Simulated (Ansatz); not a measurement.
Abridged output of a molecular run in Ansatz:

```
Functional definition: HF
795 factors; integrals over basis functions are off by at most 1.1e-3 eV
mean field evaluation 1: about -21190.7544 eV, gradient 3.3e1 eV
mean field evaluation 2: about -21190.7559 eV, gradient 3.3e1 eV
mean field evaluation 4: about -21193.2158 eV, gradient 2.4e0 eV
mean field evaluation 8: about -21193.2445 eV, gradient 9.1e-2 eV
mean field evaluation 16: about -21193.2412 eV, gradient 4.1e-1 eV
mean field -21193.24456056 eV, -778.8373723033 hartree, gradient 2.9e-6 eV, S^2 0.000000; 0 other end points of the search recorded, 0 dependent functions left out
12 core orbitals not correlated: weight in the atoms' cores, before any rotation towards them, 1.000 or more for the frozen orbitals, at most 0.000 for the correlated occupied ones
reference -21193.24456056 eV, -778.8373723033 hartree; 13, 13 occupied and 59, 59 virtual orbitals, 795 factors
second order -15.37864780 eV of doubles, -0.00000000 eV of singles
cycle   1  -15.92970791 eV  change   -5.5e-1 eV  update   9.6e-2
cycle   2  -16.34276356 eV  change   -4.1e-1 eV  update   2.8e-2
cycle   3  -16.44884634 eV  change   -1.1e-1 eV  update   1.5e-2
cycle   4  -16.44279430 eV  change    6.1e-3 eV  update   3.1e-3
cycle   5  -16.44128969 eV  change    1.5e-3 eV  update   1.2e-3
cycle   6  -16.44146602 eV  change   -1.8e-4 eV  update   3.3e-4
cycle   7  -16.44130428 eV  change    1.6e-4 eV  update   9.9e-5
cycle   8  -16.44124462 eV  change    6.0e-5 eV  update   2.9e-5
cycle   9  -16.44125782 eV  change   -1.3e-5 eV  update   9.5e-6
perturbative correction -0.28533830 eV, -0.0104859890 hartree
Total energy: -21209.97115667 eV, -779.4520633728 hartree
```

Its atoms:

Cartesian coordinates in Å:
```
F 1.597 -0.094 -1.568
Si 0.169 0.395 -1.058
F -0.919 -0.249 -2.028
Si -0.184 -0.365 1.129
H 0.113 1.864 -1.249
H 0.852 0.222 2.019
H -1.528 0.075 1.585
H -0.100 -1.847 1.170
```

**Question.** Which basis set was used?
A. def2-SVPD
B. def2-TZVPP
C. def2-SVP
D. cc-pV(T+d)Z

**Answer.** C. It gives 84 functions.

**Question.** Write the keys of the input that set method, charge and spin (a neutral closed shell needs none for the last two).

**Answer.** 
```yaml
correlation: {method: ccsd_t}
```
